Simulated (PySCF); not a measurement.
## Working out the excitation energy of Si²⁺

Si²⁺ [Ne] 3s2 (1S) → Si²⁺ [Ne] 3s1 4s1 (3S). All numbers are calculated (PySCF 2.14, no relativity, point nucleus, in aug-cc-pwCVDZ). Frozen: 1s2. Energies in hartree (1 hartree = 27.21139 eV):

```
            part  Si²⁺ (lower)  Si²⁺ (upper)
             UHF   -287.988634   -287.326032
CCSD correlation     -0.183133     -0.144446
             (T)     -0.001715     -0.000962
```

Q: What does Hartree-Fock give?

A: (-287.326032) − (-287.988634) = 0.662602 hartree = 18.030 eV.

Q: What do CCSD and CCSD(T) give?

A: The CCSD correlation energies differ by 0.038687 hartree = 1.053 eV and the triples by 0.000753 hartree = 0.020 eV, so CCSD gives 19.083 eV and CCSD(T) 19.103 eV.

A double-zeta basis recovers only part of the correlation energy.
